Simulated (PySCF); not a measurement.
Identify the unknown among the candidates.

All candidates are C7H11NSi2.

* 1H NMR: chemical shifts (computed TMS as zero) by class: 8.75 (1 H), 8.61 (1 H), 7.86 (2 H), 7.62 (2 H), 7.61 (1 H), 5.28 (2 H), 4.67 (2 H) ppm [GIAO PBE0/pcSseg-1]
* NMR, other nuclei: isotropic shieldings of nuclei other than C and H, by class: -151 (1 N), 402 (1 Si), 416 (1 Si) ppm [GIAO PBE0/pcSseg-1]
* 13C NMR: chemical shifts (computed TMS as zero) by class: 171.5 (1 C), 141.3 (2 C), 135.8 (1 C), 134.8 (1 C), 133.4 (2 C) ppm [GIAO PBE0/pcSseg-1]
* Dipole: 1.20 D [PBE0/pcSseg-1]
* Rotational structure: rotational constants A, B, C: 2.992, 0.405, 0.395 GHz [GFN2-xTB]

The electronic properties come from PySCF, for the isolated species, density fitting. Levels stand in brackets. The structure is a single GFN2-xTB conformer in the gas phase; no vibrational or solvent corrections. NMR classes are plain means over equivalent atoms (diastereotopic ones count apart unless rotation or inversion swaps them), as if these changed places fast.

Problem. Which candidate is it?
A. `C=C[SiH2]C#C[Si@H](C#N)CC`
B. `C#C[SiH2]C#C[SiH2][C@@H]1C[C@H]1N`
C. `C#CC#C[Si@H]([SiH2]N)C1CC1`
D. `C=N[SiH2][SiH2]c1ccccc1`

Solution. D. It is `C=N[SiH2][SiH2]c1ccccc1`. Numbering: `[CH2:1]=[N:2][SiH2:3][SiH2:4][c:5]1[cH:6][cH:7][cH:8][cH:9][cH:10]1`. Its formula, C7H11NSi2, gives 5 degrees of unsaturation: 1 ring and 4 π bonds in the structure found (Kekulé form). 7 carbons fall into 5 classes; from least to most shielded: C=N carbon [C1] (171.5 ppm), aromatic CH carbon [C6/C10] (141.3 ppm, 2 C), substituted aromatic carbon [C5] (135.8 ppm), aromatic CH carbon [C8] (134.8 ppm), aromatic CH carbon [C7/C9] (133.4 ppm, 2 C). Hydrogen classes from least to most shielded: 1 H on a C=N carbon, C1 (8.75 ppm), 1 H on a C=N carbon, C1 (8.61 ppm), 2 H on the ortho carbons, C6/C10 (7.86 ppm), 2 H on the meta carbons, C7/C9 (7.62 ppm), 1 H on the para carbon, C8 (7.61 ppm), 2 H on an SiH2 silicon, Si3 (5.28 ppm), 2 H on an SiH2 silicon, Si4 (4.67 ppm). The other shieldings belong to: -151 ppm, C=N nitrogen [N2]; 402 ppm, SiH2 silicon [Si3]; 416 ppm, SiH2 silicon [Si4]. The optimised geometry has point group C1 and is an asymmetric top.

The others, at the same levels:
- `C#C[SiH2]C#C[SiH2][C@@H]1C[C@H]1N` fails: it has 7 carbon classes against 5; its computed 13C shifts are 118.0 (1 C), 113.1 (1 C), 103.9 (1 C), 84.2 (1 C), 33.9 (1 C), 15.6 (1 C), 9.3 (1 C) ppm, 1H shifts are 4.77 (1 H), 4.75 (1 H), 4.65 (1 H), 3.88 (1 H), 2.01 (1 H), 1.92 (1 H), 0.78 (1 H), 0.64 (1 H), 0.55 (2 H), -0.54 (1 H) ppm and rotational constant A is 1.990 GHz (against 2.992 GHz).
- `C=C[SiH2]C#C[Si@H](C#N)CC` fails: it has 7 carbon classes against 5; its computed 13C shifts are 144.7 (1 C), 138.7 (1 C), 123.4 (1 C), 121.1 (1 C), 111.5 (1 C), 10.7 (1 C), 9.7 (1 C) ppm, 1H shifts are 6.52 (1 H), 6.51 (1 H), 6.27 (1 H), 4.83 (1 H), 4.80 (1 H), 4.54 (1 H), 1.38 (3 H), 0.98 (1 H), 0.94 (1 H) ppm and rotational constant A is 1.396 GHz (against 2.992 GHz).
- `C#CC#C[Si@H]([SiH2]N)C1CC1` fails: it has 7 carbon classes against 5; its computed 13C shifts are 101.6 (1 C), 82.1 (1 C), 74.1 (1 C), 73.0 (1 C), 4.7 (1 C), 4.2 (1 C), -6.5 (1 C) ppm, 1H shifts are 5.23 (1 H), 4.94 (1 H), 4.89 (1 H), 1.29 (1 H), 0.70 (1 H), 0.63 (1 H), 0.58 (1 H), 0.55 (1 H), -0.05 (2 H), -0.49 (1 H) ppm and rotational constant A is 0.933 GHz (against 2.992 GHz).

Each candidate is one conformer, not necessarily the lowest. The conformers computed, where there is a choice (atom-mapped SMILES and torsion angles):
- `[CH2:1]=[N:2][SiH2:3][SiH2:4][c:5]1[cH:6][cH:7][cH:8][cH:9][cH:10]1`: C1–N2–Si3–Si4 -111°, N2–Si3–Si4–C5 -168°, Si3–Si4–C5–C6 82°
- `[CH:1]#[C:2][SiH2:3][C:4]#[C:5][SiH2:6][C@@H:7]1[CH2:8][C@H:9]1[NH2:10]`: C5–Si6–C7–C8 -113°, H–N10–C9–C8 155°, H–N10–C9–C8 35°
- `[CH2:1]=[CH:2][SiH2:3][C:4]#[C:5][Si@H:6]([C:7]#[N:8])[CH2:9][CH3:10]`: C1–C2–Si3–C4 117°, C5–Si6–C9–C10 59°
- `[CH:1]#[C:2][C:3]#[C:4][Si@H:5]([SiH2:6][NH2:7])[CH:8]1[CH2:9][CH2:10]1`: C4–Si5–Si6–N7 50°, C4–Si5–C8–C9 31°, H–N7–Si6–Si5 173°, H–N7–Si6–Si5 -48°
